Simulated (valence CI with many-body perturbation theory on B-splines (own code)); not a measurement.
E1 transitions of Sr5+

Method: valence CI with perturbative core correlation (CI+MBPT): five valence electrons over a frozen Dirac-Fock core [Ar] 3d10, radial functions for each j: 9 s, 9 p, 8 d, 6 f, 3 g, 1 h, with the one-electron correlation potential Σ1 (screened to all orders), the two-electron term Σ2, the three-electron term Σ3, Breit, model QED; selected single and double excitations, second order for the rest, scaled by the run's own slope (own B-spline code, finite nucleus).

Set against measurement, 19 paired levels are off by 96 cm⁻¹ on average, the worst by 213. These come from a selection out of Sansonetti, J. Phys. Chem. Ref. Data 41, 013102 (2012). Levels without a partner in it may be off by more. Among the levels kept, up to 1100 cm⁻¹ of a level comes from second order outside the variational space, and about a tenth of that is noise between levels of different J, which matters for small intervals.

Lines 101 to 150 of 202 in falling wavelength, among levels below 44.347 eV, chosen from the strongest by gf and those to the six lowest levels. Wavelengths and rates use the calculated energies, so an error of 100 cm⁻¹ moves a line at 426.2 Å by 0.043 % and its rate by three times that or more. Electric multipoles are in the length gauge, E1 and E2 with the static RPA response of the core. Weak lines are less certain than strong ones. Lines between different terms over intervals too small for the method are left out, as are lines whose strength nearly cancels.

Names give the largest LS component (configuration and term), which can be under half, so a name can repeat, a term be missing and a line seem to break the LS rules; names also repeat where a configuration has a term twice. Letters in brackets count levels of one name in rising energy.

```csv
λ vac (Å),Upper,Lower,A (s⁻¹),log gf,Branch %
426.2,4s²4p²4d ⁴P_3/2,4s²4p³ ²P°_3/2,8.76e+07,-2.02,0.2
426.2,4s²4p²4d ²P_1/2 [a],4s²4p³ ²P°_3/2,4.43e+09,-0.62,9.8
425.7,4s²4p²4d ⁴F_3/2,4s²4p³ ⁴S°_3/2,4.74e+07,-2.29,18.9
421.4,4s²4p²4d ⁴P_1/2,4s²4p³ ²P°_3/2,2.67e+09,-0.85,4.8
421.2,4s²4p²4d ⁴F_5/2,4s²4p³ ⁴S°_3/2,1.11e+08,-1.75,50.7
417.7,4s²4p²4d ²D_3/2 [a],4s²4p³ ²P°_3/2,1.88e+08,-1.71,1.5
417.3,4s²4p²4d ⁴P_3/2,4s²4p³ ²P°_1/2,4.40e+07,-2.34,0.1
417.3,4s²4p²4d ²P_1/2 [a],4s²4p³ ²P°_1/2,2.39e+09,-0.90,5.3
412.7,4s²4p²4d ⁴P_1/2,4s²4p³ ²P°_1/2,1.65e+09,-1.07,3.0
410.0,4s²4p²4d ²F_5/2 [a],4s²4p³ ⁴S°_3/2,2.02e+08,-1.52,86.8
409.2,4s²4p²4d ²D_3/2 [a],4s²4p³ ²P°_1/2,8.74e+08,-1.06,7.2
407.7,4s²4p²4d ²G_7/2,4s²4p³ ²D°_5/2,5.18e+08,-0.99,100.0
406.2,4s²4p²4d ⁴D_1/2,4s²4p³ ⁴S°_3/2,9.42e+07,-2.33,13.1
406.0,4s²4p²4d ²D_5/2 [a],4s²4p³ ²P°_3/2,4.15e+08,-1.21,1.4
405.1,4s²4p²4d ⁴D_3/2,4s²4p³ ⁴S°_3/2,4.66e+08,-1.34,50.8
404.2,4s²4p²4d ²P_3/2 [a],4s²4p³ ²D°_5/2,2.32e+10,0.36,61.7
400.1,4s²4p²4d ⁴D_5/2,4s²4p³ ⁴S°_3/2,5.70e+08,-1.09,68.2
398.8,4s²4p²4d ²P_3/2 [a],4s²4p³ ²D°_3/2,1.22e+10,0.07,32.5
396.4,4s²4p²4d ⁴P_5/2,4s²4p³ ²D°_5/2,1.10e+09,-0.81,1.8
395.2,4s²4p²4d ²D_3/2 [b],4s²4p³ ²P°_3/2,7.67e+07,-2.14,0.2
393.7,4s²4p²4d ²D_5/2 [b],4s²4p³ ²P°_3/2,2.08e+09,-0.54,8.6
392.6,4s²4p²4d ⁴P_3/2,4s²4p³ ²D°_5/2,4.71e+08,-1.36,0.8
391.2,4s²4p²4d ⁴P_5/2,4s²4p³ ²D°_3/2,4.85e+08,-1.18,0.8
388.6,4s²4p²4d ²P_1/2 [b],4s²4p³ ²P°_3/2,2.66e+09,-0.92,6.6
387.6,4s²4p²4d ²D_3/2 [b],4s²4p³ ²P°_1/2,3.11e+09,-0.55,6.1
387.5,4s²4p²4d ⁴P_3/2,4s²4p³ ²D°_3/2,1.93e+08,-1.76,0.3
387.4,4s²4p²4d ²P_1/2 [a],4s²4p³ ²D°_3/2,1.35e+10,-0.22,29.9
385.4,4s²4p²4d ²D_3/2 [a],4s²4p³ ²D°_5/2,3.45e+09,-0.51,28.2
385.1,4s²4p²4d ²F_5/2 [b],4s²4p³ ²P°_3/2,4.30e+08,-1.24,0.6
383.5,4s²4p²4d ⁴P_1/2,4s²4p³ ²D°_3/2,1.29e+10,-0.25,23.3
381.2,4s²4p²4d ²P_1/2 [b],4s²4p³ ²P°_1/2,3.68e+10,0.21,91.0
380.4,4s²4p²4d ²D_3/2 [a],4s²4p³ ²D°_3/2,2.72e+09,-0.63,22.3
380.1,4s²4p²4d ²P_3/2 [b],4s²4p³ ²P°_3/2,3.02e+10,0.42,72.5
376.5,4s²4p²4d ²S_1/2,4s²4p³ ²P°_3/2,3.87e+10,0.22,83.1
375.4,4s²4p²4d ²D_5/2 [a],4s²4p³ ²D°_5/2,2.39e+10,0.48,79.9
373.0,4s²4p²4d ²P_3/2 [b],4s²4p³ ²P°_1/2,1.11e+10,-0.03,26.7
370.7,4s²4p²4d ²D_5/2 [a],4s²4p³ ²D°_3/2,3.47e+09,-0.37,11.6
369.6,4s²4p²4d ²S_1/2,4s²4p³ ²P°_1/2,3.29e+09,-0.87,7.0
369.0,4s²4p²4d ²P_3/2 [a],4s²4p³ ⁴S°_3/2,1.41e+08,-1.94,0.4
366.2,4s²4p²4d ²D_3/2 [b],4s²4p³ ²D°_5/2,7.38e+09,-0.23,14.5
364.9,4s²4p²4d ²D_5/2 [b],4s²4p³ ²D°_5/2,1.92e+10,0.36,79.5
362.4,4s²4p²4d ⁴P_5/2,4s²4p³ ⁴S°_3/2,5.83e+10,0.84,97.4
362.4,4s²4p²4d ²D_5/2 [c],4s²4p³ ²P°_3/2,6.38e+10,0.88,97.0
361.8,4s²4p²4d ²D_3/2 [c],4s²4p³ ²P°_3/2,1.36e+10,0.03,22.1
361.7,4s²4p²4d ²D_3/2 [b],4s²4p³ ²D°_3/2,4.04e+10,0.50,79.2
360.4,4s²4p²4d ²D_5/2 [b],4s²4p³ ²D°_3/2,2.79e+09,-0.49,11.6
359.3,4s²4p²4d ⁴P_3/2,4s²4p³ ⁴S°_3/2,5.74e+10,0.65,98.6
359.2,4s²4p²4d ²P_1/2 [a],4s²4p³ ⁴S°_3/2,2.48e+10,-0.02,55.0
357.4,4s²4p²4d ²F_5/2 [b],4s²4p³ ²D°_5/2,8.79e+09,0.00,11.7
356.1,4s²4p²4d ²P_1/2 [b],4s²4p³ ²D°_3/2,9.94e+08,-1.42,2.5
```

Task: How does gf follow from A for the line at 369.6 Å?

Result: gf = 1.4992 × (2J+1)_upper × A / σ², with σ = 270582 cm⁻¹ and 2J+1 = 2: gf = 0.135.
